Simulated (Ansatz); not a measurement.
`Cl[SiH2]C#C[SiH2]Cl` + `CO[SiH](F)OC` → `CO[SiH](F)O[SiH2]Cl` + `CC#C[SiH2]Cl`  (redistribution)

Gas-phase electronic energies from Ansatz, PBE0-D4/def2-TZVP geometries. CBS: MP2 limit from def2 TZ/QZ plus the TZ coupled-cluster correction, frozen cores. DFT in def2-TZVPP. B3LYP here is the variant with VWN-RPA as its local correlation; programs differ in this. Each species was taken in one conformer, which may not be the lowest.

Is it downhill or uphill in electronic energy at CCSD(T)/CBS, and by how much? (Estimate.)

Computed: Downhill: ΔE = -40.1 kcal/mol.

What do these levels give: PBE-D4, B3LYP-D4, ωB97M-V, r2SCAN, PBE0, MP2/def2-TZVPP, SCS-MP2/def2-TZVPP, CCSD/def2-TZVPP, CCSD(T)/def2-TZVPP, HF/def2-QZVPP, MP2/def2-QZVPP, CCSD/CBS(def2)? (Best estimate.)

Ansatz gave: PBE-D4 -38.5, B3LYP-D4 -40.2, ωB97M-V -40.3, r2SCAN -40.6, PBE0 -39.6, MP2/def2-TZVPP -40.8, SCS-MP2/def2-TZVPP -39.6, CCSD/def2-TZVPP -39.9, CCSD(T)/def2-TZVPP -39.4, HF/def2-QZVPP -41.9, MP2/def2-QZVPP -41.3, CCSD/CBS(def2) -40.7 kcal/mol.

Largest T1 diagnostic among the species: 0.011.

The D4 term adds −1.0 kcal/mol with B3LYP and −0.6 kcal/mol with PBE0; it sums over pairs of atoms, weighted by their polarisabilities, and B3LYP, whose exchange is more repulsive, gets the larger term. From PBE to PBE0 (25 % exact exchange), in def2-TZVPP and without D4, ΔE moves by −1.7 kcal/mol.
